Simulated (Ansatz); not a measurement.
Ansatz (a quantum-chemistry and plane-wave program) job for Al(H)2(NEtMe) (C₃H₁₀AlN), SMILES CC[N](C)[AlH2], PBE-D3(BJ)/def2-SVP. 

Ansatz 0.2 input:
```yaml
crystal:
  periodic: [false, false, false]
  atoms:
    - {symbol: Al, position_ang: [-0.01875391, -1.53075703, -1.00001787]}
    - {symbol: H, position_ang: [-1.16415219, -2.48374564, -0.46598205]}
    - {symbol: H, position_ang: [1.06035628, -1.92784505, -2.08787725]}
    - {symbol: N, position_ang: [0.05483299, 0.12545779, -0.32852280]}
    - {symbol: C, position_ang: [1.04145859, 1.10842171, -0.74322212]}
    - {symbol: C, position_ang: [-0.87937622, 0.60884919, 0.68274883]}
    - {symbol: C, position_ang: [-0.26440062, 0.81969211, 2.06918560]}
    - {symbol: H, position_ang: [1.71531307, 1.41371512, 0.07934520]}
    - {symbol: H, position_ang: [0.55872673, 2.03026889, -1.12506204]}
    - {symbol: H, position_ang: [1.67429535, 0.70508990, -1.54898723]}
    - {symbol: H, position_ang: [-1.33504645, 1.56049457, 0.33974898]}
    - {symbol: H, position_ang: [-1.70792970, -0.11433612, 0.76875575]}
    - {symbol: H, position_ang: [0.53675846, 1.57502562, 2.05449889]}
    - {symbol: H, position_ang: [-1.02943694, 1.16282326, 2.78426257]}
    - {symbol: H, position_ang: [0.16499482, -0.12163162, 2.44891518]}
basis:
  gaussian:
    orbitals: def2-SVP
hamiltonian:
  xc: pbe
  dispersion: d3bj
relax: {f_tol: 0.002, max_steps: 200}
```

Log of the run:

```
WARN ansatz: RAYON_NUM_THREADS=1 ignored (pool sized by the plan → 1); use --threads N
Functional definition: PBE
integrals: 0.07 GiB planned
1419 factors; their error is unknown
mean field: 0.40 GiB planned
mean field evaluation 1: about -11331.3778 eV, gradient 7.3e1 eV
mean field evaluation 2: about -11270.2812 eV, gradient 1.6e2 eV
mean field evaluation 4: about -11345.1202 eV, gradient 1.2e1 eV
mean field evaluation 8: about -11345.4249 eV, gradient 2.9e-1 eV
mean field evaluation 16: about -11345.3516 eV, gradient 3.2e-4 eV
mean field -11345.35163129 eV, -416.9339822942 hartree, gradient 5.5e-5 eV, S^2 0.000000; 0 other end points of the search recorded, 0 dependent functions left out
the calculation of the forces begins
reference -11345.35167276 eV, -416.9339838185 hartree; 24, 24 occupied and 100, 100 virtual orbitals, 1419 factors
relax step   1: F+E_penalty+E_count = -11345.66251819 eV  Δ(F+E_penalty+E_count) = +0.000e0 eV  max|allowed force component| = 2.202e-1 eV/Å  Δτ_max = 0.0000 Å  (28 SCF iters, accepted)
these checks for a lower state are left out or cut short: starts, cluster_reference, orbital_swaps, neighbouring_geometries, increment
integrals: 0.07 GiB planned
1419 factors; their error is unknown
mean field: 0.40 GiB planned
mean field -11345.36491838 eV, -416.9344705860 hartree, gradient 9.1e-6 eV, S^2 0.000000; 0 other end points of the search recorded, 0 dependent functions left out
the calculation of the forces begins
reference -11345.36495990 eV, -416.9344721119 hartree; 24, 24 occupied and 100, 100 virtual orbitals, 1419 factors
relax step   2: F+E_penalty+E_count = -11345.67496274 eV  Δ(F+E_penalty+E_count) = -1.244e-2 eV  max|allowed force component| = 1.236e-1 eV/Å  Δτ_max = 0.0175 Å  (32 SCF iters, accepted)
these checks for a lower state are left out or cut short: starts, cluster_reference, orbital_swaps, neighbouring_geometries, increment
integrals: 0.07 GiB planned
1419 factors; their error is unknown
mean field: 0.40 GiB planned
mean field evaluation 32: about -11345.3667 eV, gradient 9.1e-6 eV
mean field -11345.36671999 eV, -416.9345367940 hartree, gradient 9.1e-6 eV, S^2 0.000000; 0 other end points of the search recorded, 0 dependent functions left out
the calculation of the forces begins
reference -11345.36676155 eV, -416.9345383210 hartree; 24, 24 occupied and 100, 100 virtual orbitals, 1419 factors
relax step   3: F+E_penalty+E_count = -11345.67626069 eV  Δ(F+E_penalty+E_count) = -1.298e-3 eV  max|allowed force component| = 3.342e-2 eV/Å  Δτ_max = 0.0060 Å  (32 SCF iters, accepted)
these checks for a lower state are left out or cut short: starts, cluster_reference, orbital_swaps, neighbouring_geometries, increment
integrals: 0.07 GiB planned
1419 factors; their error is unknown
mean field: 0.39 GiB planned
mean field -11345.36678073 eV, -416.9345390260 hartree, gradient 2.7e-5 eV, S^2 0.000000; 0 other end points of the search recorded, 0 dependent functions left out
the calculation of the forces begins
reference -11345.36682228 eV, -416.9345405530 hartree; 24, 24 occupied and 100, 100 virtual orbitals, 1419 factors
relax step   4: F+E_penalty+E_count = -11345.67628499 eV  Δ(F+E_penalty+E_count) = -2.431e-5 eV  max|allowed force component| = 7.602e-3 eV/Å  Δτ_max = 0.0017 Å  (22 SCF iters, accepted)
these checks for a lower state are left out or cut short: starts, cluster_reference, orbital_swaps, neighbouring_geometries, increment
integrals: 0.07 GiB planned
1419 factors; their error is unknown
mean field: 0.40 GiB planned
mean field -11345.36678124 eV, -416.9345390448 hartree, gradient 2.3e-5 eV, S^2 0.000000; 0 other end points of the search recorded, 0 dependent functions left out
the calculation of the forces begins
reference -11345.36682279 eV, -416.9345405718 hartree; 24, 24 occupied and 100, 100 virtual orbitals, 1419 factors
relax step   5: F+E_penalty+E_count = -11345.67629125 eV  Δ(F+E_penalty+E_count) = -6.256e-6 eV  max|allowed force component| = 3.111e-3 eV/Å  Δτ_max = 0.0018 Å  (22 SCF iters, accepted)
these checks for a lower state are left out or cut short: starts, cluster_reference, orbital_swaps, neighbouring_geometries, increment
integrals: 0.07 GiB planned
1419 factors; their error is unknown
mean field: 0.40 GiB planned
mean field -11345.36678554 eV, -416.9345392029 hartree, gradient 2.0e-5 eV, S^2 0.000000; 0 other end points of the search recorded, 0 dependent functions left out
the calculation of the forces begins
reference -11345.36682709 eV, -416.9345407299 hartree; 24, 24 occupied and 100, 100 virtual orbitals, 1419 factors
relax step   6: F+E_penalty+E_count = -11345.67629352 eV  Δ(F+E_penalty+E_count) = -2.268e-6 eV  max|allowed force component| = 3.470e-3 eV/Å  Δτ_max = 0.0018 Å  (21 SCF iters, accepted)
these checks for a lower state are left out or cut short: starts, cluster_reference, orbital_swaps, neighbouring_geometries, increment
integrals: 0.07 GiB planned
1419 factors; their error is unknown
mean field: 0.40 GiB planned
mean field -11345.36678256 eV, -416.9345390931 hartree, gradient 2.0e-5 eV, S^2 0.000000; 0 other end points of the search recorded, 0 dependent functions left out
the calculation of the forces begins
reference -11345.36682411 eV, -416.9345406202 hartree; 24, 24 occupied and 100, 100 virtual orbitals, 1419 factors
relax step   7: F+E_penalty+E_count = -11345.67629476 eV  Δ(F+E_penalty+E_count) = -1.243e-6 eV  max|allowed force component| = 1.452e-3 eV/Å  Δτ_max = 0.0021 Å  (22 SCF iters, accepted)
integrals: 0.07 GiB planned
1419 factors; their error is unknown
mean field: 0.40 GiB planned
mean field evaluation 64: about -11345.4041 eV, gradient 3.6e0 eV
mean field -11345.36678256 eV, -416.9345390931 hartree, gradient 1.9e-5 eV, S^2 0.000000; 1 other end points of the search recorded, 0 dependent functions left out
the calculation of the forces begins
reference -11345.36682411 eV, -416.9345406202 hartree; 24, 24 occupied and 100, 100 virtual orbitals, 1419 factors
Total energy: -11345.67633631 eV, -416.9459149838 hartree
Atom 0 at    -0.022462    -1.539623    -1.010819 Å, force     0.000354     0.000234     0.000291 eV/Å
Atom 1 at    -1.186699    -2.489700    -0.467683 Å, force    -0.000136    -0.000099    -0.000032 eV/Å
Atom 2 at     1.071418    -1.927262    -2.109230 Å, force     0.000012    -0.000017    -0.000193 eV/Å
Atom 3 at     0.055334     0.126338    -0.329069 Å, force    -0.000861    -0.001452    -0.000461 eV/Å
Atom 4 at     1.045419     1.107993    -0.742438 Å, force     0.001298     0.001375    -0.000421 eV/Å
Atom 5 at    -0.880331     0.604539     0.686473 Å, force    -0.000074     0.000238    -0.000026 eV/Å
Atom 6 at    -0.264319     0.825499     2.073007 Å, force     0.000108     0.000319     0.000537 eV/Å
Atom 7 at     1.722945     1.417449     0.086867 Å, force    -0.000133    -0.000319     0.000145 eV/Å
Atom 8 at     0.563174     2.037498    -1.130426 Å, force    -0.000264    -0.000140     0.000150 eV/Å
Atom 9 at     1.684497     0.698369    -1.550840 Å, force    -0.000072    -0.000220    -0.000108 eV/Å
Atom 10 at    -1.350085     1.557936     0.339066 Å, force     0.000095     0.000175    -0.000045 eV/Å
Atom 11 at    -1.708006    -0.132301     0.773365 Å, force    -0.000100    -0.000086     0.000151 eV/Å
Atom 12 at     0.538229     1.590410     2.055665 Å, force    -0.000087     0.000184    -0.000013 eV/Å
Atom 13 at    -1.034616     1.171419     2.792051 Å, force    -0.000182    -0.000031     0.000207 eV/Å
Atom 14 at     0.173142    -0.117042     2.461800 Å, force     0.000042    -0.000158    -0.000183 eV/Å
Dipole moment:     0.014528     0.250506     0.111953 e Å
```

The calculation finished and met its thresholds.

Cost: around 26 core-seconds (rough).
